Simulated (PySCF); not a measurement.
C6H14OSi, SMILES CC(=O)[SiH2]CC(C)C, singlet (GFN2-xTB optimised geometry):

```
22

C      3.426     1.831     0.000
C      1.921     1.831     0.000
O      1.280     2.858     0.000
Si     1.042     0.116     0.043
C     -0.697     0.346    -0.673
C     -1.707    -0.736    -0.281
C     -1.272    -2.105    -0.791
C     -3.091    -0.386    -0.826
H      3.823     2.842     0.069
H      3.772     1.363    -0.918
H      3.780     1.230     0.833
H      1.013    -0.299     1.452
H      1.881    -0.826    -0.711
H     -0.646     0.395    -1.764
H     -1.075     1.317    -0.343
H     -1.767    -0.777     0.813
H     -0.328    -2.402    -0.340
H     -2.020    -2.858    -0.551
H     -1.144    -2.082    -1.872
H     -3.070    -0.350    -1.914
H     -3.823    -1.131    -0.522
H     -3.416     0.584    -0.458
```

Level of theory: B3LYP/def2-SVP in PySCF.

What are the frontier orbital energies and the dipole moment?

HOMO-2 -9.00 eV, HOMO-1 -8.26 eV, HOMO -6.29 eV, LUMO -0.99 eV, LUMO+1 0.88 eV; dipole moment 1.96 D.

Meta-Löwdin charges at B3LYP/def2-SVP: C1 -0.33, C2 0.18, O3 -0.38, Si4 0.57, C5 -0.39, C6 -0.02, C7 -0.28, C8 -0.28, H9 0.11, H10 0.12, H11 0.11, H12 -0.10, H13 -0.12, H14 0.10, H15 0.11, H16 0.08, H17 0.09, H18 0.09, H19 0.09, H20 0.09, H21 0.09, H22 0.09.
